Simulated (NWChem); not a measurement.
System: CH₆BFOSi; SMILES CB(F)O[SiH3]

```xyz
11

B     -0.1533     1.0474     0.0012
F     -1.0946     2.0092     0.0045
C      1.3620     1.4776    -0.0025
H      2.0819     0.6376    -0.0108
H      1.5728     2.1096     0.8861
H      1.5660     2.1222    -0.8835
O     -0.6257    -0.2311     0.0023
Si    -0.0136    -1.8001     0.0008
H      1.4906    -1.7983    -0.0291
H     -0.5422    -2.5036    -1.2129
H     -0.4932    -2.4887     1.2431
```
Atoms are numbered in this order, from 1.

Computed with NWChem. Pople sets run with spherical d functions. Coordinates come from a PBE-D3(BJ)/def2-SVP optimisation. Vzz is the largest principal value of the second derivative of the potential at the nucleus (NWChem prints the opposite sign); η is the asymmetry. Non-relativistic.

### Question
Estimate the computed values for CAM-B3LYP/6-31G*. Quantities: Vzz B1 (a.u.); η B1; Vzz O7 (a.u.); η O7.

### Answer
The vzz B1 (a.u.) is 0.333 and the η B1 is 0.56. The vzz O7 (a.u.) is 0.927 and the η O7 is 0.43.
